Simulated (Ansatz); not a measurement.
Species: sum formula SiN₂H₃Cl₂ (charge 0, doublet). It need not be the lowest isomer of its formula. 
Structure (B3LYP-D3(BJ)/def2-TZVP (Ansatz, an electronic-structure program) minimum search):
```xyz
8

Si    -0.0119    -0.3768    -0.0062
Cl     0.1862     0.9119    -1.6098
Cl    -0.0613     0.7863     1.6904
N      1.3423    -1.4349    -0.1777
N     -1.4015    -1.3306     0.0006
H      2.2246    -1.0997     0.2112
H     -1.4810    -2.1331    -0.6032
H     -2.2864    -1.0023     0.3488
```
Charge 0, spin multiplicity 2.

Computed values are from Ansatz. Cores are frozen in the correlated levels unless marked. UHF or UKS for open shells. No spin-orbit coupling. Non-relativistic. CBS(X,Y): correlation extrapolated as X^-3; Hartree-Fock from the larger set. [CCSD(T)-MP2]/basis is that difference in the basis named.

**Question.** What is the total energy at RI-MP2/CBS(cc-pV(T+d)Z,cc-pV(Q+d)Z)+[CCSD(T)-MP2]/cc-pV(T+d)Z?

**Answer.** -1319.9324 Eh.

**Question.** What is the T1 diagnostic at CCSD/cc-pV(T+d)Z?

**Answer.** 0.012.

**Question.** What is the atomisation energy De at RI-MP2/CBS(cc-pV(T+d)Z,cc-pV(Q+d)Z)+[CCSD(T)-MP2]/cc-pV(T+d)Z?

**Answer.** 637.0 kcal/mol.

**Question.** What is the dipole moment at CCSD(T)/aug-cc-pV(D+d)Z?

**Answer.** 1.35 D.
